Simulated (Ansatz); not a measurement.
Diatomic AgF, closed-shell singlet (the spin of the measured ground state). No spin–orbit coupling.

```tsv
level	bond energy D_e (kcal/mol)
SVWN5/def2-TZVPP	99.60
PBE/def2-TZVPP	82.66
B97M-V/def2-TZVPP	76.83
B3LYP/def2-TZVPP	75.11
PBE0/def2-TZVPP	74.21
BHLYP/def2-TZVPP	66.52
CAM-B3LYP/def2-TZVPP	78.56
wB97X-V/def2-TZVPP	81.37
wB97M-V/def2-TZVPP	81.87
CCSD/def2-TZVPP	71.62
CCSD/def2-QZVPP	75.19
CCSD(T)/def2-TZVPP	74.55
CCSD(T)/def2-QZVPP	78.33
CCSD(T)/CBS(def2-TZVPP, def2-QZVPP)	79.65
```

The rows run from 66.52 (BHLYP/def2-TZVPP) to 99.60 kcal/mol (SVWN5/def2-TZVPP). From def2-TZVPP to def2-QZVPP CCSD(T) changes by 3.78. The 9 functionals in def2-TZVPP without D3 or D4 span 33.08, from BHLYP to SVWN5.

D_e counts from the fitted minimum to each atom's lowest state at the same level, without counterpoise. The singlet is restricted.

Correlated levels freeze the inner cores; with def2 sets outer-core shells near the valence are correlated too. CBS(a, b) extrapolates the correlation energy as X⁻³ and adds the Hartree–Fock energy of set b.

Codes used: Ansatz (Gaussian orbitals).  In def2 rows elements past Kr take small-core potentials, without spin–orbit coupling.

Ansatz is an electronic-structure program.
